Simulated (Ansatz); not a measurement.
The cluster Al5O9H3, relaxed as a singlet with RKS r2SCAN-D4/def2-SVP in Ansatz, starting from the GFN2-xTB geometry. Force threshold 0.03 eV/Å.

The structure holds 2 bonds between oxygen atoms, so isomers without such links may lie far lower. The restricted singlet is unstable towards broken spin symmetry in Hartree–Fock (as tested in another run); at r2SCAN-D4/def2-SVP this wasn't settled. Another isomer (singlet) lies 7.61 eV lower at PBE0-D4/def2-TZVP; other spin states weren't run for this one.

Start:

| atom | x (Å) | y (Å) | z (Å) |
| --- | --- | --- | --- |
| Al1 | 0.080 | -0.845 | 2.084 |
| Al2 | -0.145 | -2.023 | -0.375 |
| Al3 | -1.463 | 0.582 | -0.575 |
| Al4 | 0.761 | 2.326 | -1.797 |
| Al5 | 1.371 | 0.215 | 0.020 |
| O6 | 1.200 | -1.214 | -0.945 |
| O7 | -3.099 | 0.062 | -0.390 |
| O8 | 1.845 | 1.644 | -0.699 |
| O9 | -2.857 | -1.247 | -0.809 |
| O10 | 1.842 | -0.336 | 1.685 |
| O11 | -0.371 | 0.363 | 0.765 |
| O12 | -1.499 | -1.303 | -1.241 |
| O13 | -0.248 | -2.339 | 1.262 |
| O14 | -0.799 | 1.687 | -1.640 |
| H15 | 1.101 | 3.291 | -2.874 |
| H16 | 2.695 | -0.438 | 2.107 |
| H17 | -0.417 | -0.425 | 3.420 |

| step | energy (eV) | largest force component (eV/Å) | SCF passes |
| --- | --- | --- | --- |
| 1 | -51435.7878 | 2.497 | 22 |
| 2 | -51436.2782 | 0.977 | 20 |
| 3 | -51436.4490 | 0.376 | 21 |
| 4 | -51436.5138 | 0.460 | 21 |
| 5 | -51436.5376 | 0.195 | 21 |
| 6 | -51436.5483 | 0.111 | 21 |
| 7 | -51436.5522 | 0.077 | 21 |
| 8 | -51436.5536 | 0.047 | 22 |
| 9 | -51436.5544 | 0.039 | 23 |
| 10 | -51436.5547 | 0.036 | 23 |
| 11 | -51436.5550 | 0.036 | 24 |
| 12 | -51436.5551 | 0.028 | 23 |

Force components are those of the run's own axes.

End:

Cartesian coordinates in Å:
```
Al 0.040 -0.795 2.134
Al -0.188 -1.919 -0.226
Al -1.472 0.516 -0.807
Al 0.768 2.434 -1.800
Al 1.503 0.104 -0.099
O 1.277 -1.400 -0.959
O -3.146 0.050 -0.432
O 1.914 1.583 -0.846
O -2.873 -1.348 -0.545
O 1.815 -0.259 1.684
O -0.309 0.117 0.517
O -1.560 -1.365 -1.317
O -0.278 -2.367 1.419
O -0.819 1.766 -1.748
H 1.116 3.713 -2.636
H 2.633 -0.533 2.116
H -0.423 -0.295 3.546
```

Bonds formed: Al2–O11 (atoms count from 1).

No frequencies were taken in this run, so the end may be a saddle point.

Run time 1.7 min (4 threads of Arm Neoverse V1 on a shared host).
